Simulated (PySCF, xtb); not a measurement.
iodoethane cation (C2H5I), SMILES CCI (connectivity only; charge and spin as stated), charge +1, multiplicity 2.

The structure is a stationary point at r2SCAN-D4/def2-SVP. The multiplicity is an assumed one; other spin states were not compared. The def2 effective core potentials stand for the cores of I; spin–orbit coupling is left out.

Level of theory: C-PCM-ωB97X/def2-SVP in PySCF.

The values are the electrostatic part of the solvation free energy, E(continuum) − E(gas) at the gas-phase geometry, in a cavity of scaled van der Waals radii (PySCF's table); cavitation and dispersion terms are not included.

Question: Estimate the values in water (ε = 78.36), 2-propanol (ε = 19.26), methanol (ε = 32.61). (Estimate from the structure and the level; the computed values follow.)

Answer: 
```tsv
solvent	ε	ΔG(elec) (kcal/mol)
water	78.36	-60.0
2-propanol	19.26	-57.6
methanol	32.61	-58.9
```

For comparison, GFN2-xTB/ALPB(water) (xtb, at the GFN2-xTB geometry, all terms of that model) gives -55.8 kcal/mol.
